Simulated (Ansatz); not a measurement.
`C[Te][GeH3]` → C• + Ge• + 6 H• + Te•  (atomization)

Gas-phase electronic energies from Ansatz, PBE0-D4/def2-TZVP geometries. CBS: MP2 limit from def2 TZ/QZ plus the TZ coupled-cluster correction, frozen cores. This one scheme is used for every species, atoms too. Functionals use def2-TZVPP. Open shells (•) are unrestricted, without spin–orbit coupling. Spin–orbit coupling would lower the free atoms: a little for C; clearly for Ge; strongly for Te. def2 core potentials past Kr. Bonds to Ge, Te are less sure, by a few kJ/mol each and by 10 to 20 or more in all where they break to atoms, as the def2 sets lack core-valence functions. Scalar relativity is left out up to krypton.

`C[Te][GeH3]`:

Cartesian coordinates in Å:
```
C 0.737 -1.256 -0.962
Te -1.169 -1.119 0.021
Ge -0.732 1.215 0.940
H 0.824 -0.469 -1.708
H 0.767 -2.230 -1.449
H 1.537 -1.187 -0.228
H -1.977 1.630 1.738
H -0.490 2.208 -0.210
H 0.503 1.208 1.858
```

Problem. What is ΔE at CCSD(T)/CBS? (Best estimate.)

Solution. Ansatz gave: +27.87 eV.

Problem. What do these levels give: BLYP-D4, r2SCAN-D4, B97M-V, PBE-QIDH, BLYP, r2SCAN, r2SCAN0, LC-ωPBE, MP2/def2-SVP, CCSD/def2-SVP, CCSD/def2-TZVPP, MP2/def2-QZVPP? (An estimate is asked.)

Solution. Computed: BLYP-D4 27.36, r2SCAN-D4 27.63, B97M-V 27.79, PBE-QIDH 27.39, BLYP 26.93, r2SCAN 27.58, r2SCAN0 27.31, LC-ωPBE 27.13, MP2/def2-SVP 25.71, CCSD/def2-SVP 25.67, CCSD/def2-TZVPP 26.80, MP2/def2-QZVPP 27.43 eV.

Largest T1 diagnostic among the species: 0.011.

At CCSD(T), def2-SVP lies −1.95 eV from the extrapolated value and def2-TZVPP −0.70 eV: correlation converges slowly with the basis, and small sets miss more of it in the bonded molecule than in its fragments. In def2-TZVPP, CCSD(T) changes the Hartree–Fock value by +7.06 eV (the triples alone add +0.37 eV) and MP2 by +6.91 eV; breaking electron pairs costs correlation energy, which Hartree–Fock lacks. Leaving LDA and LC-ωPBE aside and taking each functional with its dispersion term where it has one, the values, not all of them listed here, spread over 0.72 eV, from BHLYP-D4 to B97M-V. LDA lies +3.70 eV from PBE without D4, its usual overbinding.

For atomizations the MP2-based limit and the directly extrapolated one differ by several kJ/mol either way, and by 10 to 25 for some Ge, Se and Sn compounds, so smaller differences from it don't rank the levels.
